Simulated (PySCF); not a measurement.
Ti(Cl)3(OSiH3), H3Cl3OSiTi, SMILES [SiH3][O][Ti]([Cl])([Cl])[Cl], PBE0/def2-SVP optimised geometry.

```
9

Ti    -0.30     1.35     0.01
Cl    -0.43     2.05    -2.05
Cl     1.12     2.56     1.13
Cl    -2.26     1.43     0.95
O      0.25    -0.29     0.00
Si     0.77    -1.90     0.00
H      2.26    -1.90     0.00
H      0.24    -2.56    -1.23
H      0.24    -2.56     1.23
```

Density from PBE0/def2-TZVP in PySCF at that geometry.

Minimum of the electron density along straight lines between bonded atoms, close to the bond critical point (lines longer than 1.1 times the sum of covalent radii, or with two minima, are not listed):

| bond | length / Å | ρ at the minimum / e bohr⁻³ | ∇²ρ there / e bohr⁻⁵ | position (fraction from the first atom) |
|---|---|---|---|---|
| Ti1–Cl2 | 2.176 | 0.104 | 0.26 | 0.47 |
| Ti1–Cl3 | 2.176 | 0.104 | 0.26 | 0.47 |
| Ti1–Cl4 | 2.176 | 0.104 | 0.26 | 0.47 |
| Ti1–O5 | 1.729 | ? | ? | 0.51 |
| O5–Si6 | 1.688 | 0.121 | ? | 0.59 |
| Si6–H7 | 1.488 | 0.123 | 0.14 | 0.49 |
| Si6–H8 | 1.488 | 0.123 | 0.14 | 0.49 |
| Si6–H9 | 1.488 | 0.123 | 0.14 | 0.49 |

Fill in the missing entries.


- Ti1–O5, ρ at the minimum / e bohr⁻³: 0.179
- Ti1–O5, ∇²ρ there / e bohr⁻⁵: 0.86
- O5–Si6, ∇²ρ there / e bohr⁻⁵: 0.70
